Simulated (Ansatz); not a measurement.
Total energies of Zn₁₃H₃₀Se₁₃ from Ansatz at PBE0-D4/def2-SVP, gas phase (1 Eh = 27.2114 eV = 2625.5 kJ/mol). The reference geometry is relaxed at PBE-D4/def2-SVP.

```xyz
56

Zn    2.145   -0.437   -2.632
Zn   -2.587   -1.618   -4.089
Zn   -0.430   -3.287   -3.906
Zn    1.661   -2.979    0.285
Zn   -2.731   -3.417   -1.055
Zn   -0.203    3.531   -2.785
Zn    3.069    3.929   -1.180
Zn    3.238    0.517    0.987
Zn    0.969    5.002    0.201
Zn   -0.862    0.355    0.167
Zn   -1.193   -2.230    4.430
Zn    0.153    1.033    4.377
Zn    1.532   -2.361    4.281
Se   -0.038   -0.691   -3.989
Se    1.915    2.202   -2.698
Se   -2.086    2.019   -3.888
Se    1.341   -0.552   -0.259
Se   -2.429   -0.856   -1.384
Se   -0.268   -3.719   -1.375
Se    0.091   -3.325    2.307
Se   -3.221   -3.280    1.550
Se   -0.713    2.815   -0.339
Se    2.472    2.975    1.195
Se    2.155   -0.049    3.339
Se   -0.082    3.480    3.377
Se   -1.352   -0.107    2.591
H     3.459   -1.042   -3.211
H    -3.636   -0.752   -4.835
H     0.366   -4.160   -4.924
H    -2.178   -3.194   -3.801
H     2.989   -3.790    0.222
H    -3.911   -4.171   -1.753
H    -0.416    5.013   -3.239
H     4.550    4.351   -1.425
H     1.679    4.992   -1.292
H     4.757    0.217    0.825
H     0.299    5.963    1.218
H    -2.610   -2.765    4.766
H    -0.282    1.056    5.881
H     2.618   -3.299    4.893
H     0.182   -1.666    5.156
H     0.564   -0.885   -5.332
H     2.550    2.634   -3.968
H    -1.623    2.124   -5.294
H    -2.904    3.261   -4.056
H    -3.777   -0.306   -1.099
H    -0.192   -5.198   -1.455
H     0.555   -4.677    2.710
H    -3.065   -4.725    1.855
H    -4.667   -3.494    1.230
H    -2.072    3.357   -0.090
H     3.748    3.557    1.683
H     3.188    0.280    4.353
H     1.018    4.115    4.145
H    -1.041    3.780    4.485
H    -2.695    0.472    2.844
```

| state | geometry | energy (Eh) |
| --- | --- | --- |
| charge 0 singlet | reference | -54356.94620 |
| charge 1 doublet | reference | -54356.64903 |
| charge -1 doublet | reference | -54356.97330 |
| free Zn atom (singlet) | – | -1778.88088 |
| free Se atom (triplet) | – | -2400.91098 |
| free H atom (doublet) | – | -0.50029 |

Single mean-field runs in def2-SVP are fitted with def2-universal-jkfit.

**Question.** Work out the vertical ionisation energy to the doublet.

**Answer.** E(charge 1 doublet) − E(charge 0 singlet) = -54356.64903 − (-54356.94620) = 0.29717 Eh = 8.09 eV. For comparison, −ε of the highest occupied level is 7.05 eV at this level, 1.04 eV less.

**Question.** Work out the vertical electron affinity, to the doublet.

**Answer.** E(charge 0 singlet) − E(charge -1 doublet) = -54356.94620 − (-54356.97330) = 0.02710 Eh = 0.74 eV. The basis lacks diffuse functions, which makes affinities too small.

**Question.** Give the fundamental gap IE − EA, the Mulliken electronegativity (IE + EA)/2 and the hardness (IE − EA)/2.

**Answer.** From the values in Eh: IE − EA = 0.29717 − 0.02710 = 0.27007 Eh = 7.35 eV; (IE + EA)/2 = 4.41 eV; (IE − EA)/2 = 3.67 eV. The HOMO–LUMO gap of the same run is 5.47 eV, 1.88 eV smaller than the fundamental gap.

**Question.** What is the binding energy per atom against free atoms?

**Answer.** Atoms: 13 × (-1778.88088) + 13 × (-2400.91098) + 30 × (-0.50029) = -54352.30288 Eh. Binding: -54352.30288 − (-54356.94620) = 4.64332 Eh = 126.35 eV, or 2.26 eV for each of 56 atoms (no zero-point energy, no counterpoise term).

At PBE0-D4/def2-SVP the highest occupied level of the charge -1 doublet lies above zero (up to 0.25 eV). By energy differences its removal costs 0.74 eV (vertical, to the charge 0 singlet, at PBE0-D4/def2-SVP); self-interaction error and the lack of diffuse functions both raise the level.
